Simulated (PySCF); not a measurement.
A structure optimised at PBE-D3(BJ)/def2-SVP, used in a PySCF frequency run:

```xyz
11

C      1.5606     0.1260    -1.2751
C      0.9295    -0.4097     0.0000
C      1.5606     0.1260     1.2751
Br    -1.0183     0.0253     0.0000
H      1.4991     1.2321    -1.3143
H      2.6338    -0.1610    -1.3040
H      1.0686    -0.2825    -2.1782
H      0.9319    -1.5174     0.0000
H      1.4991     1.2321     1.3143
H      2.6338    -0.1610     1.3040
H      1.0686    -0.2825     2.1782
```
Charge 0, spin multiplicity 1.

Problem. Write its SMILES, formula and point group.

Solution. CC(C)Br, C3H7Br, Cs

Problem. What are its rotational constants (standard atomic weights)?

Solution. 7.9502, 2.8426, 2.2433 GHz
